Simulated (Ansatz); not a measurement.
`[CH3][Zr]([OH])([F])[F]` + H–F → `[OH][Zr]([F])([F])[F]` + CH₄ at 500 K and 1 bar (ligand exchange at a Zr–C bond).

Computed with Ansatz on PBE0-D4/def2-TZVP structures; ΔE is electronic, products minus reactants. CCSD(T)/CBS is the MP2 limit (def2-TZVPP, def2-QZVPP) plus CCSD(T) − MP2 in def2-TZVPP, frozen cores. This one scheme is used for every species. def2 core potentials past Kr. For Zr outer-core shells are correlated without core-valence functions, which leaves a few kJ/mol of doubt a bond. Each species was taken in one conformer, which may not be the lowest.

```tsv
species	CCSD(T)/CBS energy (Eh)	H − E (kJ/mol)	S (J/(mol·K))
`[CH3][Zr]([OH])([F])[F]`	-362.44165	185.9	453.0
H–F	-100.39570	39.4	188.7
`[OH][Zr]([F])([F])[F]`	-422.45878	92.2	404.6
CH₄	-40.46206	135.6	206.8
```

H − E and S are ideal-gas, rigid-rotor, harmonic terms from PBE0-D4/def2-TZVP, for one conformer and one mirror image of each species. 1 Eh = 2625.50 kJ/mol, R = 8.31446 J/(mol·K).

Task: By hand: ΔE, ΔH, ΔS and ΔG.

Result: ΔE = (-422.45878) + (-40.46206) − (-362.44165) − (-100.39570) = -0.08349 Eh = -219.2 kJ/mol. Δ(H − E) = 92.2 + 135.6 − 185.9 − 39.4 = 2.5, so ΔH = -216.7 kJ/mol. ΔS = 404.6 + 206.8 − 453.0 − 188.7 = -30.3 J/(mol·K). ΔG = -216.7 − 500 × (-30.3)/1000 = -201.5 kJ/mol.

Task: By hand: the equilibrium constant, and the temperature at which ΔG would vanish if ΔH and ΔS stayed fixed.

Result: log₁₀ K = −ΔG/(RT ln 10) = 21.1. ΔG = 0 at ΔH/ΔS = 7152 K, far beyond where these terms or the molecules hold.

ΔH outweighs TΔS. A doubt of 5 kJ/mol in ΔE shifts log₁₀ K by 0.5 here. Other conformers and mirror images would add mixing entropy, several J/(mol·K) or more a flexible species. These are equilibria of isolated gas molecules and say nothing of rates. Largest T1 diagnostic: 0.017 (customary marks: 0.02 for closed shells, 0.045 for open ones).
